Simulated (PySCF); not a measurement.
C2H6BF2N. Atoms are numbered in the order given.

```xyz
12

B      0.0000     0.0000     0.7847
F      0.0000     1.1397     1.4814
F      0.0000    -1.1397     1.4814
N      0.0000     0.0000    -0.6140
C      0.0000     1.2250    -1.3900
C      0.0000    -1.2250    -1.3900
H      0.8914     1.2845    -2.0414
H     -0.8914     1.2845    -2.0414
H      0.0000     2.0959    -0.7226
H     -0.8914    -1.2845    -2.0414
H      0.8914    -1.2845    -2.0414
H      0.0000    -2.0959    -0.7226
```
Charge 0, spin multiplicity 1.

Coordinates come from a B3LYP-D3(BJ)/def2-SVP optimisation. Other conformers were not sampled.

Level of theory: B3LYP-D3(BJ)/def2-SVP (PySCF 2.14.0).

Harmonic, unscaled wavenumbers; measured fundamentals usually lie a few per cent lower.

| mode | ν (cm⁻¹) | IR (km/mol) | Raman (Å⁴/amu) | depolarisation | moving atoms (share of kinetic energy) |
|---|---|---|---|---|---|
| 1 | 126 | 0.0 | 0.0 | – | F 53 %, C 30 %, H 18 % |
| 2 | 162 | 0.2 | 0.1 | 0.75 | H 75 %, N 20 % |
| 3 | 196 | 0.0 | 0.3 | 0.75 | H 97 % |
| 4 | 236 | 0.9 | 0.0 | – | F 44 %, C 31 %, H 17 % |
| 5 | 270 | 3.1 | 0.0 | – | H 47 %, N 40 % |
| 6 | 355 | 6.3 | 1.2 | 0.57 | C 42 %, F 29 %, H 28 % |
| 7 | 476 | 9.4 | 0.0 | – | F 51 %, C 16 %, H 14 %, N 13 % |
| 8 | 492 | 0.9 | 0.9 | 0.75 | F 46 %, C 26 %, N 11 %, H 10 % |
| 9 | 660 | 51.7 | 2.3 | 0.75 | B 81 %, F 10 %, N 8 % |
| 10 | 730 | 3.5 | 7.7 | 0.09 | F 53 %, C 32 %, H 9 % |
| 11 | 1021 | 0.9 | 4.8 | 0.71 | H 35 %, C 30 %, N 18 %, F 13 % |
| 12 | 1086 | 6.9 | 4.2 | 0.75 | H 73 %, C 25 % |
| 13 | 1119 | 0.0 | 2.7 | 0.75 | H 80 %, C 20 % |
| 14 | 1178 | 1.8 | 0.4 | 0.75 | H 69 %, C 20 %, N 11 % |
| 15 | 1229 | 136.8 | 0.1 | 0.04 | H 39 %, B 27 %, C 16 %, F 10 %, N 8 % |
| 16 | 1255 | 12.7 | 0.3 | 0.75 | N 58 %, C 28 %, H 9 % |
| 17 | 1402 | 217.3 | 1.2 | 0.75 | B 54 %, H 24 %, F 15 % |
| 18 | 1444 | 94.1 | 7.5 | 0.75 | H 63 %, B 20 %, C 11 % |
| 19 | 1455 | 51.1 | 6.5 | 0.22 | H 73 %, C 21 % |
| 20 | 1462 | 0.0 | 33.4 | 0.75 | H 97 % |
| 21 | 1472 | 16.8 | 0.0 | – | H 97 % |
| 22 | 1475 | 46.0 | 33.3 | 0.65 | H 87 % |
| 23 | 1478 | 11.5 | 4.8 | 0.75 | H 96 % |
| 24 | 1604 | 423.5 | 5.5 | 0.21 | N 37 %, B 37 %, H 23 % |
| 25 | 2993 | 36.8 | 11.7 | 0.75 | H 97 % |
| 26 | 3000 | 77.1 | 278.5 | 0.02 | H 97 % |
| 27 | 3048 | 79.5 | 170.3 | 0.75 | H 90 %, C 10 % |
| 28 | 3053 | 0.0 | 18.8 | 0.75 | H 90 %, C 10 % |
| 29 | 3153 | 5.8 | 72.7 | 0.51 | H 91 %, C 9 % |
| 30 | 3154 | 6.6 | 45.8 | 0.75 | H 91 %, C 9 % |
